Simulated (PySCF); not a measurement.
Job for PySCF: R-MP2/6-31G* on CH2F2 (SMILES FCF) with ghost functions, monomers drawn apart or pushed together.

```python
from pyscf import gto, scf, dft, mp
from pyscf.data.elements import chemcore

mol = gto.M(
    atom='''
    F     0.27685036   -0.65193286    4.66836224
    C    -0.54130039    0.24782327    5.28693563
    F     0.04300566    1.47497289    5.22294906
    H    -0.64263871   -0.03965463    6.33453374
    H    -1.48958133    0.28174152    4.74927360
    ghost-Si    0.23949382   -0.04746047    0.12882247
    ghost-H   -1.01343314    0.27948020    0.84835367
    ghost-H    0.51101619   -1.49675428    0.24324508
    ghost-H    1.35957001    0.72867556    0.70052599
    ghost-H    0.07057473    0.30685597   -1.29997845
    ''',
    basis='6-31g*',
    cart=True,
    charge=0, spin=0, verbose=3, max_memory=1800)
mf = scf.RHF(mol)
mf.conv_tol = 1e-8
mf.max_cycle = 100
mf.kernel()
if not mf.converged:
    mf = mf.newton().run(mf.mo_coeff, mf.mo_occ)
pt = mp.MP2(mf, frozen=chemcore(mol)).run()
```

What total energy does the run end on?

-238.3645 hartree.
